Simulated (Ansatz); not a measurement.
CH₅ClFNSi (`FCN[SiH2]Cl`). Total charge 0; spin multiplicity 1.

```xyz
10

F    -0.9095    0.3070    2.1438
C    -1.1144   -0.1006    0.8285
N     0.0750   -0.5722    0.2384
Si    1.0713    0.3214   -0.8241
Cl    0.5849    0.0445   -2.8103
H    -1.8845   -0.8753    0.8680
H    -1.4904    0.7695    0.2841
H     0.3270   -1.5148    0.4900
H     0.8730    1.7585   -0.5448
H     2.4675   -0.1380   -0.6736
```

Task: List the harmonic frequencies (cm⁻¹, unscaled) at PBE0-D4/def2-TZVP in Ansatz. (Estimate.)

Result: The calculation gave: 37, 65, 197, 269, 413, 527, 532, 619, 773, 827, 893, 924, 1011, 1088, 1203, 1288, 1418, 1451, 1515, 2263, 2277, 3063, 3117, 3630.

Task: Is this a minimum?

Result: Yes, all 24 modes are real.

Task: Give the ideal-gas thermochemistry at 298.15 K and 1 bar (rigid rotor, harmonic oscillator; point group C1, symmetry number 1).

Result: Zero-point energy 175.8 kJ/mol; H(298) − E = 196.0 kJ/mol; entropy 354.1 J/(mol·K), of which translation 167.9, rotation 115.4, vibration 70.8; G(298) − E = 90.5 kJ/mol. Modes under 100 cm⁻¹ are hindered rotations or soft bends, so the harmonic entropy is rough.

Task: And at 400, 500, 600, 800 and 1000 K?

Result: 
```
T (K)  H − E (kJ/mol)  S (J/mol/K)  G − E (kJ/mol)
  400           207.3        386.3            52.7
  500           220.1        414.9            12.6
  600           234.5        441.1           -30.2
  800           266.6        487.1          -123.1
 1000           302.0        526.6          -224.6
```
